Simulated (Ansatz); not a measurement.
The first iterations of a band of ClH + H7NSi2 (12 atoms, charge 0, multiplicity 1).

Level of theory: RHF/def2-SVP in Ansatz 0.2.0.

```json
{"movable images": "5", "climbing image": "yes", "spring": "5.0 eV/Å²", "optimiser": "quadratic models (default)", "start path": "through a guess of the saddle point", "force threshold": "0.03 eV/Å", "iteration limit": "60", "end points": "relaxed"}
```

Initial state:

```xyz
12
Properties=species:S:1:pos:R:3
Si -0.835 -0.554 -1.023
Si 0.548 -1.510 0.645
H -0.761 -1.361 -2.266
H -2.248 -0.629 -0.552
N -0.254 1.035 -1.375
H 1.158 1.988 2.384
Cl 0.459 2.965 1.961
H 0.620 -0.605 1.825
H 0.014 -2.817 1.104
H 1.930 -1.710 0.143
H -0.546 1.508 -2.209
H -0.084 1.690 -0.636
```

Final state:

```xyz
12
Properties=species:S:1:pos:R:3
Si -1.670 0.838 -0.939
Si 1.610 -1.550 1.674
H -1.521 -0.583 -0.588
H -2.927 1.119 -1.648
N -0.357 1.311 -1.919
H 0.925 -0.270 1.962
Cl -1.796 1.866 0.877
H 2.839 -1.658 2.492
H 0.707 -2.684 1.980
H 1.979 -1.593 0.237
H 0.580 1.026 -1.709
H -0.370 2.179 -2.420
```

| iteration | highest image above the first end (eV) | largest band force component (eV/Å) |
| --- | --- | --- |
| 1 | 6.690 | 39.340 |
| 2 | 2.046 | 3.211 |
| 3 | 1.721 | 2.635 |
| 4 | 1.354 | 1.338 |
| 5 | 1.193 | 0.860 |
| 6 | 1.431 | 2.037 |
| 7 | 1.288 | 0.834 |

Problem. Does the band converge within its limit, and where does its top end?

Solution. The run converged. It ended after 22 iterations with the highest image 2.092 eV above the first end. Neighbouring images differ by up to 2.3 eV, so the band resolves the path poorly. A vibrational analysis at the climbing image gives one clearly imaginary mode, 1309i cm⁻¹: a first-order saddle point. The orbitals stay closed-shell, which can raise the energy where a bond breaks towards radicals; this wasn't checked here.

The run took 92 s on 2 threads of Intel(R) Xeon(R) 6975P-C (Granite Rapids) (shared host), peak memory 0.23 GiB.
